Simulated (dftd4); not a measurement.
silicon monoxide (OSi), singlet, geometry from GFN2-xTB; D4 for pbe0 in dftd4 4.2.0.

Here is a job for dftd4.
```
$ dftd4 mol.xyz --func pbe0 --charge 0 --json dftd4.json --noedisp --property

# file mol.xyz
2

Si    -0.00000000    -0.00000000    -0.54858235
O      0.00000000     0.00000000     0.96001912
```

What the program printed (banner, timings and long lists left out):

```
                    ____  _____ _____     ____  _  _
      -------------|  _ \|  ___|_   _|---|  _ \| || |------------
     |             | | | | |_    | | ___ | | | | || |_           |
     |             | |_| |  _|   | ||___|| |_| |__   _|          |
     |             |____/|_|     |_|     |____/   |_|            |
     |             ===================================           |
     |            E. Caldeweyher, S. Ehlert & S. Grimme          |
     |          Mulliken Center for Theoretical Chemistry        |
     |                    University of Bonn                     |
      -----------------------------------------------------------

Rational (Becke-Johnson) damping: pbe0-D4-ATM
---------------------
  s6         1.0000
  s8         1.2007
  s9         1.0000
  a1         0.4009
  a2         5.0293
 alp        16.0000
--------------------

Atomic data, radii in Ångström:
------------------------------------------------------
   Z          R(cov)      r4/r2   hardness         EN
------------------------------------------------------
  14 Si       1.3867     2.5839     0.3054     1.9000
   8 O        0.8400     1.3725     0.5869     3.4400
------------------------------------------------------

Atomic reference systems (in atomic units):
----------------------------------------------------------------------------
   Z        #      CN     q+Z       C6(AA)   #      CN     q+Z       C6(AA)
----------------------------------------------------------------------------
  14 Si     1  0.0000 14.0000     321.4498   2  0.8915 14.0165     270.4983
            3  1.8234 13.9936     236.2774   4  2.8003 13.9692     228.3542
            5  3.6668 13.9341     158.2713
   8 O      1  0.0000  8.0000      15.5711   2  0.8042  7.6453      20.8489
            3  1.6112  7.4012      24.8631   4  0.9798  8.0000      14.9880
----------------------------------------------------------------------------

Atomic properties (in atomic units):
----------------------------------------------------------------------------
     #    Z              CN          q      C6(AA)        C8(AA)   alpha(0)
----------------------------------------------------------------------------
     1   14 Si       0.7711     0.4256    244.8411    17512.6652    33.4659
     2    8 O        0.7711    -0.4256     22.1540      447.0789     6.3143
----------------------------------------------------------------------------

Molecular properties (in atomic units):
----------------------------------------
 molecular C6                 399.9788
 molecular C8               23012.1579
----------------------------------------

Dispersion energy:      -6.7524982276176E-04 Eh

[Info] JSON dump of results written to 'dftd4.json'
```
